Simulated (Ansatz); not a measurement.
Relaxation of BFH4OSi (8 atoms, charge 0, multiplicity 1), to a largest force component of 0.015 eV/Å in at most 40 steps.

Method: RHF/6-31G* in Ansatz.

```xyz
8
Properties=species:S:1:pos:R:3:forces:R:3
O 0.198 1.610 -0.228 0.26 1.15 0.01
Si -0.306 0.076 -0.490 -0.68 0.93 -1.36
B 0.450 -0.959 1.002 0.33 -1.06 0.86
F 0.182 -2.246 1.100 -0.15 -0.29 -0.11
H -0.029 2.327 -0.815 0.06 -0.48 0.26
H 0.133 -0.335 -1.838 0.19 -0.37 -0.01
H -1.778 0.081 -0.590 -0.19 -0.29 0.23
H 1.148 -0.554 1.861 0.19 0.40 0.12
```

Q: Where does it end, and by what steps?

A: It converged. After 6 steps the energy has fallen by 0.121 eV; O1 moved furthest, 0.10 Å.

| step | energy less start (eV) | largest force component (eV/Å) | accepted |
| --- | --- | --- | --- |
| 0 | 0.0000 | 1.360 | yes |
| 1 | -0.1074 | 0.299 | yes |
| 2 | -0.1180 | 0.141 | yes |
| 3 | -0.1190 | 0.085 | yes |
| 4 | -0.1199 | 0.065 | yes |
| 5 | -0.1206 | 0.040 | yes |
| 6 | -0.1207 | 0.010 | yes |

```xyz
8
Properties=species:S:1:pos:R:3
O 0.199 1.699 -0.263
Si -0.298 0.139 -0.498
B 0.456 -0.998 1.024
F 0.153 -2.283 1.045
H -0.063 2.362 -0.885
H 0.176 -0.375 -1.805
H -1.777 0.054 -0.523
H 1.155 -0.599 1.903
```

The run took 9.5 s on 1 thread of Arm Neoverse V2 (shared host), peak memory 0.14 GiB.
